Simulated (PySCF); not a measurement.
## Bond length, frequency and bond energy of CaZn by level of theory

State: ¹Σ⁺ (singlet), closed shell. Set-up: Ca x2c-SVPall, Zn x2c-SVPall; spin-free X2C with a Gaussian nucleus (PySCF 2.14). De refers to Ca + Zn in their ground configurations, without counterpoise correction. A positive dipole means Ca(−)Zn(+).

| Level | Re (Å) | ωe (cm⁻¹) | De (eV) | μ (D) |
| --- | --- | --- | --- | --- |
| RHF-MP2 | 3.860 | 47.9 | 0.079 | n/a |
| RHF-SCS-MP2 | 4.074 | 35.7 | 0.046 | n/a |
| RHF-CCSD | 4.103 | 34.2 | 0.041 | n/a |
| RHF-CCSD(T) | 3.931 | 42.9 | 0.063 | n/a |
| PBE | 3.590 | 69.9 | 0.141 | 0.21 |
| PBEsol | 3.490 | 79.5 | 0.190 | 0.18 |
| r²SCAN | 3.557 | 72.9 | 0.124 | 0.22 |
| r²SCANh | 3.612 | 67.8 | 0.110 | 0.25 |
| PBE0 | 3.718 | 59.5 | 0.102 | 0.32 |
| ωB97X | 4.059 | 41.3 | 0.081 | 0.22 |
| B2PLYP | 3.935 | 39.8 | 0.036 | 0.43 |

The bond length runs from 3.490 Å (PBEsol) to 4.103 Å (RHF-CCSD). De spans 0.04 eV (B2PLYP, double hybrid) to 0.19 eV (PBEsol, GGA).

Correlated steps freeze 10 core orbitals. Closed-shell solutions of metal pairs were not tested for spin polarisation, which can lower them a little. The bond is weak. Basis-set superposition, not corrected here, can be much of De in a small basis, most of all at correlated wavefunction levels. Functionals without a dispersion term scatter widely for such bonds, and LDA overbinds them. B2PLYP dipoles, levels and charges come from its SCF part alone.

The whole job (state search and all levels along the bond) took about 3 min on 1 thread of Arm Neoverse V2 (shared host), peak memory 0.81 GiB.
